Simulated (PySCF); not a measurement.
Ge(H)(Br)(Me)2 (C₂H₇BrGe), SMILES [CH3][GeH]([CH3])[Br]. Atoms are numbered in the order given.

```xyz
11

Ge     0.7776     0.3284     0.0000
C      1.5066    -0.4759     1.6314
C      1.5066    -0.4759    -1.6314
Br    -1.5368    -0.0823     0.0000
H      0.9328     1.8748     0.0000
H      2.5984    -0.2901     1.6856
H      1.0214    -0.0379     2.5242
H      1.3255    -1.5679     1.6244
H      1.0214    -0.0379    -2.5242
H      2.5984    -0.2901    -1.6856
H      1.3255    -1.5679    -1.6244
```
Charge 0, spin multiplicity 1.

Geometry: PBE-D3(BJ)/def2-SVP.

Level of theory: TDA-PBE/def2-SVPD (PySCF 2.14.0).

Vertical excitations. Gas-phase values at a fixed geometry. State labels are in the subgroup Cs.

```csv
state,symmetry,energy (eV),λ (nm),f,main pairs
S1,A",5.76,215,0.015,HOMO→LUMO 99 %
S2,A',5.78,215,0.018,HOMO−1→LUMO 99 %
S3,A",6.41,194,0.054,HOMO→LUMO+1 99 %
S4,A',6.42,193,0.025,HOMO−1→LUMO+1 98 %
S5,A",6.86,181,0.012,HOMO−1→LUMO+2 89 %
S6,A",6.88,180,0.000,HOMO→LUMO+3 86 %
S7,A',6.89,180,0.007,"HOMO−1→LUMO+3 54 %, HOMO→LUMO+2 44 %"
S8,A',6.93,179,0.002,"HOMO→LUMO+2 49 %, HOMO−1→LUMO+3 43 %"
S9,A",7.10,175,0.003,HOMO−2→LUMO 95 %
S10,A',7.34,169,0.006,"HOMO−3→LUMO 58 %, HOMO−4→LUMO 38 %"
T1,A',5.33,233,0,HOMO−1→LUMO 100 %
T2,A",5.34,232,0,HOMO→LUMO 100 %
T3,A",6.32,196,0,HOMO→LUMO+1 100 %
T4,A',6.32,196,0,HOMO−1→LUMO+1 99 %
```
Triplets are in the Tamm–Dancoff approximation.
